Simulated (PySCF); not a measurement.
H3O3Si, SMILES [Si](O)(O)O, multiplicity 2.

The structure is a stationary point at r2SCAN-D4/def2-SVP. The isomer is the one that the SMILES or the coordinates give; other isomers of the formula were not compared. Other conformers were not sampled.

Level of theory: TDA-LC-ωPBE/def2-SVPD in PySCF 2.14.0.

Vertical excitations; the highest root listed may be one member of a degenerate set. 

### Question
Give excitation energies, oscillator strengths and character. (The exact figures need the calculation; the answer reports its results.)

### Answer

```tsv
state	energy (eV)	λ (nm)	f	main pairs
root 1	5.77	215	0.107	α HOMO→LUMO+2, α HOMO→LUMO+5 (degenerate set)
root 2	5.77	215	0.107	α HOMO→LUMO+1, α HOMO→LUMO+4 (degenerate set)
root 3	6.07	204	0.006	α HOMO→LUMO 89 %
root 4	6.46	192	0.023	β HOMO→LUMO (degenerate set)
root 5	6.46	192	0.023	β HOMO−1→LUMO (degenerate set)
root 6	6.76	183	0.006	β HOMO−2→LUMO 88 %
root 7	7.26	171	0.174	α HOMO→LUMO+3 86 %
root 8	7.57	164	0.031	β HOMO−3→LUMO (degenerate set)
root 9	7.57	164	0.031	β HOMO−4→LUMO (degenerate set)
root 10	7.82	159	0.007	α HOMO→LUMO+4 51 %, α HOMO→LUMO+1 12 %
```
Unrestricted roots are not spin-pure.
